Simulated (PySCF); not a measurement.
Atoms are numbered as in `[F:1][B:2]([F:3])[SiH2:4][NH:5][SiH3:6]` (H(Xn): hydrogen on atom n).

PySCF calculation with structure optimised with PBE0-D3(BJ)/def2-SVP and GIAO PBE0/pcSseg-1 shieldings; no solvent, one averaged value for each set of equivalent atoms, one computed conformer, non-relativistic Hamiltonian.

δ = σ(ref) − σ, references computed at the same level: TMS for $^{1}$H and $^{29}$Si; $^{19}$F against CFCl3; $^{11}$B against BF3·OEt2; $^{15}$N against NH3.

```csv
atoms,nucleus,count,Hirshfeld charge,δ (ppm)
N5,$^{15}$N,1,-0.33,-14.3
Si6,$^{29}$Si,1,0.34,-45.8
F1/F3,$^{19}$F,2,-0.13,?
H(N5),$^{1}$H,1,0.12,-0.90
H(Si6),$^{1}$H,3,-0.08,?
H(Si4),$^{1}$H,2,-0.08,4.73
B2,$^{11}$B,1,0.23,31.5
Si4,$^{29}$Si,1,0.30,-58.3
```

Q: Estimate the values marked ?.

A: 
- H(Si6): 4.68 ppm, hydrogen on a silicon bonded to N
- F1/F3: -18.4 ppm, fluorine bonded to B

The OH or NH signal is concentration- and solvent-dependent in practice; the value given is the gas-phase one. Unscaled 19F shifts against computed CFCl3 carry errors that often reach 10 to 50 ppm. Experimental scales use liquid or dissolved standards, which lie at an offset from isolated NH3 (liquid NH3: subtract about 20 ppm).
